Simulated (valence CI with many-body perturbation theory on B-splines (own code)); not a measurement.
The numbers below are computed, except where a source is named.
# Ho16+: magnetic and hyperfine properties of the levels

Level of theory: relativistic CI+MBPT: five valence electrons over a frozen Dirac-Fock core [Kr] 4d10, a basis of 7 s, 7 p, 7 d, 7 f, 4 g, 2 h functions for each j, with the one-electron correlation potential Σ1, the two-electron term Σ2, the three-electron term Σ3, Breit, model QED; selected CI, second order for the rest, scaled by the run's own slope (own B-spline code, finite nucleus).

No measured levels were compared; by estimate terms of the open shell hold to a few per cent of their energy, and close levels can change places. Core correlation moves these levels by up to 2800 cm⁻¹, and in measured spectra 5 to 20 % of such shifts remained as error; rates that hang on mixing are uncertain with them. Among the levels kept, up to 1100 cm⁻¹ of a level comes from second order outside the variational space, and about a tenth of that is noise between levels of different J, which matters for small intervals. Only levels of the ground parity were solved; by the run's estimate the other parity begins above the list, which can be wrong where configurations are misplaced.

A/g_I is the dipole constant over the nuclear g factor μ/I (μ in nuclear magnetons, uniformly magnetised nucleus), B/Q the quadrupole constant per barn. Both hold the static response of the core; the bare values leave it out. Large factors of s and p1/2 electrons are usually good to 5 to 10 %; those of open d and f shells near neutrality can be off by tens of per cent, and small factors of p3/2, d and f electrons come from cancelling terms and can be off by a factor of two or in sign, in half-filled shells by more. B is blank for J = 1/2, where it vanishes, and for nearly pure S terms. Energies count from the lowest level.

Names give the largest LS component (configuration and term), which can be under half, so a name can repeat, a term be missing and a line seem to break the LS rules; names also repeat where a configuration has a term twice. Letters in brackets count levels of one name in rising energy.

| Level | E (cm⁻¹) | g | A/g_I (MHz) | A/g_I bare | B/Q (MHz/b) | B/Q bare |
| --- | --- | --- | --- | --- | --- | --- |
| 4f5 6H°_5/2 | 0.0 | 0.314 | 3060 | 2230 | -1760 | -1460 |
| 4f5 6H°_7/2 | 3116 | 0.834 | 1710 | 1550 | -1490 | -1250 |
| 4f5 6H°_9/2 | 6484 | 1.069 | 1110 | 1260 | -1530 | -1290 |
| 4f5 6H°_11/2 | 9928 | 1.196 | 811 | 1140 | -1760 | -1490 |
| 4f5 6F°_1/2 | 12959 | -0.627 | 6280 | 4430 |  |  |
| 4f5 6F°_3/2 | 13310 | 1.041 | 1440 | 1620 | -180 | -148 |
| 4f5 6H°_13/2 | 13332 | 1.270 | 653 | 1090 | -2130 | -1810 |
| 4f5 6F°_5/2 | 14295 | 1.279 | 705 | 1170 | -181 | -157 |
| 4f5 6H°_15/2 | 16592 | 1.316 | 575 | 1080 | -2610 | -2220 |
| 4f5 6F°_7/2 | 16820 | 1.376 | 351 | 915 | 114 | 78.1 |
| 4f5 6F°_9/2 | 20131 | 1.420 | 199 | 810 | 517 | 406 |
| 4f5 6F°_11/2 | 23777 | 1.442 | 145 | 785 | 1010 | 813 |
| 4f5 4G°_5/2 [a] | 30641 | 0.800 | 2000 | 1850 | -1630 | -1360 |
| 4f5 4F°_3/2 | 33659 | 0.453 | 2800 | 2170 | -138 | -113 |
| 4f5 4M°_15/2 | 34644 | 0.898 | 1630 | 1580 | 1260 | 1020 |
| 4f5 4G°_7/2 [a] | 36768 | 1.064 | 1210 | 1380 | -1510 | -1270 |
| 4f5 4I°_9/2 | 37047 | 0.750 | 1980 | 1730 | -1170 | -964 |
| 4f5 4I°_11/2 | 37812 | 0.898 | 1620 | 1570 | -726 | -608 |
| 4f5 4K°_13/2 [a] | 38138 | 0.966 | 1470 | 1520 | -237 | -217 |
| 4f5 4M°_17/2 | 40050 | 0.991 | 1370 | 1440 | 1690 | 1380 |
| 4f5 4G°_5/2 [b] | 41581 | 1.154 | 1140 | 1480 | -916 | -763 |
| 4f5 4I°_15/2 | 42474 | 1.063 | 1180 | 1350 | -365 | -326 |
| 4f5 4G°_9/2 | 43260 | 1.168 | 927 | 1230 | -1260 | -1070 |
| 4f5 4F°_5/2 | 43866 | 1.233 | 744 | 1130 | -336 | -289 |
| 4f5 4M°_19/2 | 44069 | 1.071 | 1180 | 1360 | 1820 | 1490 |
| 4f5 4L°_13/2 | 45792 | 0.931 | 1480 | 1460 | -472 | -387 |
| 4f5 6P°_3/2 | 46805 | 1.973 | -1570 | -327 | 213 | 168 |
| 4f5 4D°_1/2 | 46915 | 0.298 | 4150 | 3580 |  |  |
| 4f5 4M°_21/2 | 46930 | 1.128 | 1060 | 1330 | 1840 | 1500 |
| 4f5 4L°_15/2 | 47078 | 1.033 | 1270 | 1400 | -63.9 | -62.5 |
| 4f5 4K°_11/2 | 47138 | 0.857 | 1660 | 1540 | -1010 | -815 |
| 4f5 4F°_7/2 | 48808 | 1.209 | 823 | 1180 | 127 | 85.1 |
| 4f5 4G°_11/2 [a] | 48860 | 1.199 | 850 | 1200 | -295 | -267 |
| 4f5 4L°_17/2 | 49922 | 1.080 | 1150 | 1340 | -33.0 | -43.2 |
| 4f5 4K°_13/2 [b] | 50030 | 0.976 | 1420 | 1470 | -1020 | -835 |
| 4f5 4D°_7/2 | 51579 | 1.390 | 139 | 674 | 636 | 515 |
| 4f5 4H°_7/2 | 51905 | 0.778 | 1850 | 1630 | 25.0 | 23.2 |
| 4f5 4F°_9/2 [a] | 52322 | 1.134 | 1030 | 1300 | 243 | 186 |
| 4f5 4D°_3/2 | 52758 | 1.451 | 103 | 753 | -33.8 | -19.5 |
| 4f5 6P°_5/2 | 53067 | 1.565 | -105 | 717 | -1170 | -976 |
